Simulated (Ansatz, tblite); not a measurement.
Cost and result up the ladder for Cu(NH2)2 (CuN2H4) (7 atoms). Charge 0, multiplicity 2. Geometry: r2SCAN-D4/def2-TZVP.

| atom | x (Å) | y (Å) | z (Å) |
| --- | --- | --- | --- |
| Cu1 | -0.0017 | -0.0001 | 0.0006 |
| N2 | -0.3867 | -1.2801 | -1.1630 |
| H3 | -1.3166 | -1.5486 | -1.4561 |
| H4 | 0.2886 | -1.8601 | -1.6428 |
| N5 | 0.3862 | 1.2799 | 1.1634 |
| H6 | -0.2869 | 1.8621 | 1.6437 |
| H7 | 1.3172 | 1.5469 | 1.4540 |

Ansatz on 4 threads of Intel Xeon 6975P-C on a shared host; xTB runs through tblite on one thread. Times are rough, summed over both states, and most runs start from the orbitals of an earlier one. PBE0-D4/def2-TZVP serves as the yardstick here, not as an exact answer. The other state is a triplet.

The xTB rows come from tblite. Correlated methods freeze 11 core orbitals. In CCSD on the charge 0 doublet the largest single amplitude is 0.44, so its Hartree–Fock determinant may place the open shell otherwise than the density functionals do. No other spin state of charge 0 was run. The order of the spin states hangs on the level: the singlet lies 0.20 eV below the triplet at PBE-D4/def2-TZVP, but 0.31 eV above it at r2SCAN-D4/def2-TZVP. The singlet is doubtful at r2SCAN-D4/def2-TZVP (restricted singlet with a triplet 0.31 eV lower at the same geometry).

Run but left out: HF/def2-TZVPP, MP2/def2-TZVPP (doublet: a determinant that CCSD turns far, T1 0.068).

Correlated methods converge slowly with the basis.

Raw xTB energies of ions are shifted by several eV, and xTB has no spin-polarisation term.

| level | functions | wall time | vertical IE (eV) | difference from PBE0-D4/def2-TZVP (eV) | remarks |
| --- | --- | --- | --- | --- | --- |
| GFN1-xTB | 25 | 0.007 s | 13.20 | 5.08 | – |
| GFN2-xTB | 21 | 0.008 s | 13.45 | 5.33 | – |
| PBE-D4/def2-TZVP | 131 | 1.6 s | 8.52 | 0.40 | – |
| PBE0-D4/def2-TZVP (with forces) | 131 | 2.2 s | 8.12 | 0.00 | – |
| r2SCAN-D4/def2-TZVP | 131 | 3 s | 8.22 | 0.10 | – |
| CCSD(T)/def2-TZVPP | 182 | 2.8 min | 7.93 | -0.19 | large T1 (0.068) (doublet) |
